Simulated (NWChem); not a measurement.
# Ionisation of HGa

```xyz
2

Ga     0.0000     0.0000     0.0529
H      0.0000     0.0000    -1.6386
```
Charge 0, spin multiplicity 1.

Program: NWChem. Structure: optimised with B3LYP/def2-SVP, a minimum by its harmonic frequencies.

Basis set: def2-TZVP. The species with one electron less has spin multiplicity 2 and keeps the geometry of the parent. Δ marks differences of total energies (open shells unrestricted). −ε marks an orbital energy of the parent. That orbital need not have the symmetry of the hole or added electron in the Δ rows.

The Hamiltonian is non-relativistic. B3LYP has NWChem's definition, with VWN1-RPA local correlation. The structure started from a generated list of species. No SCF solution was tested for a lower state.

Problem. Order these methods by the first vertical ionisation energy they give, lowest first: −ε(HOMO) of HF, −ε(HOMO) of PBE0, −ε(HOMO) of B3LYP, −ε(HOMO) of PBE, −ε(HOMO) of TPSS, ΔPBE0.

Solution. −ε(HOMO) of PBE (4.98 eV), −ε(HOMO) of TPSS (5.10 eV), −ε(HOMO) of B3LYP (5.82 eV), −ε(HOMO) of PBE0 (5.94 eV), −ε(HOMO) of HF (8.05 eV), ΔPBE0 (8.34 eV)
